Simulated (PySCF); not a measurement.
Electronic structure of Ge (germanium, neutral) at the r2SCANh level

Configuration: [Ar] 3d10 4s2 4p2, high-spin 3P determinant. Computed with PySCF 2.14 in aug-cc-pVDZ-DK, with scalar relativity by spin-free X2C-1e.

| Quantity | Value |
| --- | --- |
| Total energy | -2098.594 hartree |
| One-electron energy | -2921.485 hartree |
| Hartree (Coulomb) energy | 903.034 hartree |
| Exchange-correlation energy | -80.144 hartree |
| ⟨S²⟩ | 2.0049 |
| ⟨L²⟩ | 2.015 |
| Sum of ⟨r⟩ | 24.00 bohr |
| Sum of ⟨r²⟩ | 40.41 bohr² |
| Traceless quadrupole moment −½Σ⟨3z² − r²⟩ along its main axis | 3.65 e·bohr² |
| Langevin diamagnetic susceptibility | -32.0 ×10⁻⁶ cm³/mol |

```json
{"shell": "1s α", "electrons": "1", "mean orbital energy (hartree)": "-404.27595", "spread (hartree)": "0", "rms radius, mean of both spins (bohr)": "0.0542"}
{"shell": "1s β", "electrons": "1", "mean orbital energy (hartree)": "-404.27304", "spread (hartree)": "0", "rms radius, mean of both spins (bohr)": "0.0542"}
{"shell": "2s α", "electrons": "1", "mean orbital energy (hartree)": "-51.11689", "spread (hartree)": "0", "rms radius, mean of both spins (bohr)": "0.227"}
{"shell": "2s β", "electrons": "1", "mean orbital energy (hartree)": "-51.11662", "spread (hartree)": "0", "rms radius, mean of both spins (bohr)": "0.227"}
{"shell": "2p α", "electrons": "3", "mean orbital energy (hartree)": "-44.60088", "spread (hartree)": "0.00153", "rms radius, mean of both spins (bohr)": "0.203"}
{"shell": "2p β", "electrons": "3", "mean orbital energy (hartree)": "-44.59878", "spread (hartree)": "0.00392", "rms radius, mean of both spins (bohr)": "0.203"}
{"shell": "3s α", "electrons": "1", "mean orbital energy (hartree)": "-6.48512", "spread (hartree)": "0", "rms radius, mean of both spins (bohr)": "0.669"}
{"shell": "3s β", "electrons": "1", "mean orbital energy (hartree)": "-6.48244", "spread (hartree)": "0", "rms radius, mean of both spins (bohr)": "0.669"}
{"shell": "3p α", "electrons": "3", "mean orbital energy (hartree)": "-4.46109", "spread (hartree)": "0.01015", "rms radius, mean of both spins (bohr)": "0.701"}
{"shell": "3p β", "electrons": "3", "mean orbital energy (hartree)": "-4.45779", "spread (hartree)": "0.01394", "rms radius, mean of both spins (bohr)": "0.701"}
{"shell": "3d α", "electrons": "5", "mean orbital energy (hartree)": "-1.16005", "spread (hartree)": "0.01026", "rms radius, mean of both spins (bohr)": "0.830"}
{"shell": "3d β", "electrons": "5", "mean orbital energy (hartree)": "-1.15447", "spread (hartree)": "0.01536", "rms radius, mean of both spins (bohr)": "0.830"}
{"shell": "4s α", "electrons": "1", "mean orbital energy (hartree)": "-0.48702", "spread (hartree)": "0", "rms radius, mean of both spins (bohr)": "2.29"}
{"shell": "4s β", "electrons": "1", "mean orbital energy (hartree)": "-0.41548", "spread (hartree)": "0", "rms radius, mean of both spins (bohr)": "2.29"}
{"shell": "4p α", "electrons": "2", "mean orbital energy (hartree)": "-0.18629", "spread (hartree)": "0", "rms radius, mean of both spins (bohr)": "3.07"}
```

Densities and radii are taken from the X2C orbitals without a picture-change correction, which distorts them close to the nucleus.
